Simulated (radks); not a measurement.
Question: Radial electron density D(r) = 4 pi r^2 rho(r) of an atom or ion with 54 electrons. Method: Dirac Kohn-Sham, PBE, spin-unpolarised, spherical densities, finite nucleus; Fermi nuclear charge, rms radius of each element as measured or else 0.836 A^(1/3) + 0.57 fm; computed with a radial shooting solver on a logarithmic mesh with Libxc functionals.

r (bohr),D(r) (e/bohr)
0.002548,9.992
0.002919,12.32
0.003372,15.29
0.003894,18.83
0.004497,22.99
0.005193,27.79
0.005998,33.21
0.006927,39.16
0.007999,45.48
0.009238,51.91
0.01067,58.10
0.01232,63.59
0.01423,67.92
0.01643,70.63
0.01898,71.44
0.02192,70.36
0.02531,67.84
0.029,64.96
0.03349,62.63
0.03868,62.39
0.04467,65.27
0.05159,71.34
0.05958,79.38
0.06881,86.89
0.07947,90.92
0.09178,89.42
0.106,82.60
0.1224,73.44
0.1414,66.54
0.1633,65.50
0.1886,70.14
0.2178,75.86
0.2515,76.22
0.2881,68.26
0.3327,52.94
0.3843,37.09
0.4438,27.37
0.5125,25.70
0.5919,28.40
0.6836,29.87
0.7895,27.05
0.9118,20.87
1.053,14.29
1.216,9.539
1.404,7.030
1.622,5.915
1.873,5.161
2.163,4.224
2.498,3.089
2.862,2.042
3.306,1.157
3.818,0.5722
4.409,0.2467
5.092,0.09146
5.88,0.02842
6.791,0.007178
7.843,0.001431

What is the nuclear charge?

Answer: Z = 54. The innermost maximum, from 1s, lies near gamma/Z bohr with gamma = sqrt(1 - (Z/c)^2) = 0.919, here 0.017 bohr (found: 0.0187), and its height grows with Z. The density is that of neutral xenon in [Xe]; the configuration itself is not fixed sharply by these data, and Z only to a few units. D(r) has 4 maxima, at r = 0.0187, 0.0821, 0.236, 0.673 bohr, and minima at 0.0366, 0.156, 0.492 bohr, inside which lie 2.03, 11.21, 28.96 electrons.
